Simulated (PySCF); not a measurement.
C4H6OSe, SMILES C=C1CO[C@H]1[SeH].

Geometry optimised at PBE0-D3(BJ)/def2-SVP. The structure was generated by enumeration; whether it is a known compound was not checked. The values are those of a single conformer.

Calculation: PBE0/def2-TZVP run with PySCF.

The molecule is in vacuum.

```yaml
total_energy: -2632.27583 hartree
highest_occupied_level: -6.77 eV
lowest_empty_level: -0.67 eV
orbital_gap: 6.10 eV
dipole_moment: 1.77 D
quadrupole, principal values (traceless, Buckingham form, about the centre of nuclear charge): -5.95, -2.83, 8.78 D·Å
mean_static_polarisability: 76.6 bohr³ (11.35 Å³)
polarisability_principal_values: 58.7, 77.0, 94.0 bohr³
```
